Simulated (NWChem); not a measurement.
Species: C2H4BNO2; SMILES N#CCB(O)O

```xyz
10

N      0.3027    -2.5841     0.0000
C     -0.3304    -1.6093     0.0000
C     -1.0088    -0.3194     0.0000
B      0.0373     0.8985     0.0000
O      1.3885     0.7262     0.0000
O     -0.4900     2.1528     0.0000
H     -1.6629    -0.2411    -0.8778
H     -1.6629    -0.2411     0.8778
H      1.6576    -0.2063     0.0000
H      0.2101     2.8245     0.0000
```
Atoms are numbered in this order, from 1.

Computed with NWChem. Medium grid unless said otherwise, to which SCAN and Minnesota functionals are sensitive. Geometry: optimised at B3LYP/6-31G* (spherical d). Total energies of different functionals are on different scales.

| level | energy (Ha) | highest occupied level (eV) | orbital gap (eV) | dipole (D) |
|---|---|---|---|---|
| PBE/def2-TZVP | -308.5419 | -7.93 | 7.36 | 2.89 |
| B3LYP/def2-TZVP | -308.9130 | [?] | [?] | 2.86 |
| LDA (Slater exchange, VWN5)/def2-TZVP | -306.4046 | -8.13 | 7.33 | 2.94 |
| r2SCAN/def2-TZVP | -308.7392 | -8.21 | 7.95 | 2.95 |
| PW6B95/def2-TZVP | -309.2755 | -9.40 | 9.61 | 2.84 |
| BLYP/def2-TZVP | -308.8302 | -7.80 | 7.25 | 2.86 |

Q: Some entries are withheld; supply them.

A: 
- B3LYP/def2-TZVP, highest occupied level (eV): -9.07
- B3LYP/def2-TZVP, orbital gap (eV): 9.00
